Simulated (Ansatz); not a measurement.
GeH₅OSi, SMILES `[SiH2][O][GeH3]` radical, relaxed with UKS PBE0-D4/def2-TZVP in Ansatz 0.2.0 from a PBE-D4/def2-SVP geometry. The force threshold is 0.005 eV/Å; the program also tests the step.

Charge 0, multiplicity 2.

Start:

```xyz
8

Si    1.256   -1.302   -0.050
O    -0.086   -0.449   -0.594
Ge   -1.121    0.798    0.201
H     1.816   -2.049   -1.239
H     2.312   -0.356    0.498
H    -0.202    1.889    0.816
H    -1.968    0.105    1.301
H    -2.006    1.364   -0.932
```

```csv
step,energy (eV),largest force (eV/Å),largest move (Å)
1,-66512.6681,0.862,0.000
2,-66512.7059,0.608,0.036
3,-66512.7168,0.052,0.021
4,-66512.7172,0.024,0.007
5,-66512.7178,0.050,0.026
6,-66512.7180,0.045,0.030
7,-66512.7182,0.017,0.007
8,-66512.7183,0.016,0.005
9,-66512.7183,0.011,0.033
10,-66512.7184,0.009,0.007
11 (rejected),-66512.7184,0.028,0.006
12,-66512.7184,0.002,0.003
```

End:

```xyz
8

Si    1.248   -1.295   -0.065
O    -0.117   -0.515   -0.515
Ge   -1.105    0.778    0.206
H     1.815   -1.966   -1.270
H     2.246   -0.329    0.498
H    -0.158    1.838    0.792
H    -1.983    0.151    1.300
H    -1.947    1.338   -0.946
```

It took 39 s on 4 threads of a server CPU on a shared host, with 0.46 GiB of host memory at the peak.
